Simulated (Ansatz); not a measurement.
Computed with Ansatz on PBE0-D4/def2-TZVP structures; ΔE is electronic, products minus reactants. CBS: MP2 limit from def2 TZ/QZ plus the TZ coupled-cluster correction, frozen cores. Functionals use def2-TZVPP. B3LYP here is the variant with VWN-RPA as its local correlation; programs differ in this. Each species was taken in one conformer, which may not be the lowest.

Consider the substitution at a C–N bond: `CNC(N)N` + `C[SiH](O)[SiH3]` → `CO[SiH](C)[SiH3]` + `NC(N)N`.

| level | ΔE (kcal/mol) |
| --- | --- |
| PBE-D4 | 7.3 |
| PBE0-D4 | 7.5 |
| ωB97X-V | 6.9 |
| ωB97M-V | 7.3 |
| B3LYP | 6.3 |
| MP2/def2-TZVPP | 8.4 |
| SCS-MP2/def2-TZVPP | 7.4 |
| HF/CBS(def2) | 5.2 |

Question: What does CCSD(T)/CBS give? (Best estimate.)

Answer: Ansatz gave: +7.7 kcal/mol. The listed levels differ from it by -0.4, -0.2, -0.8, -0.4, -1.4, 0.7, -0.3, -2.5 kcal/mol.

Largest T1 diagnostic among the species: 0.012.

In def2-TZVPP, CCSD(T) changes the Hartree–Fock value by +2.1 kcal/mol (the triples alone add +0.2 kcal/mol) and MP2 by +3.1 kcal/mol.

CCSD(T)/CBS has its own doubt, a few kJ/mol and more with outer-core shells, so smaller differences from it don't rank the levels.
